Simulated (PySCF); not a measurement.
SMILES [NH2][AlH][OH] at its PBE0/def2-SVP optimised geometry (Å):

```
7

Al    -0.5152     0.4344     0.0000
H     -1.2814     1.8158     0.0000
O     -1.3505    -1.0094    -0.0004
H     -1.8447    -1.8158     0.0021
N      1.2537     0.4344     0.0000
H      1.8447    -0.3890     0.0005
H      1.8244     1.2721     0.0003
```

Computed with PBE0/def2-TZVP (PySCF).

Map of the electron localisation function on the plane z = 1.5 Å:

```
|                             |
|                             |
|                             |
|                             |
|        .--:.                |
|       -+##*-.               |
|      :*%@@#=.               |
|      -#@@@%+.               |
|     .=#@@@%=.    .          |
|      :*%@%#-. ..:::..       |
|      .:=**=:..:=+==:.       |
|        .:::..:=*#*+=:.      |
|             .-*#%#*+-.      |
|             .:*#%#*+-.      |
|        ...   .=*#*+=:.      |
|      ..:::.   .=+=-:.       |
|      .:-=-:.   .:::..       |
|      .-===-:                |
|      .:-==-:                |
|       .::--:.               |
|        ..::.                |
|           .                 |
|                             |
|                             |
|                             |
|                             |
|                             |
|                             |
|                             |
```
Scale: ten equal steps from 0.000 (start of ' ') to 0.915 (end of '@'), in the order ' .:-=+*#%@'; x runs from -4.00 to 4.00, y from -4.00 (bottom) to 4.00 (top).
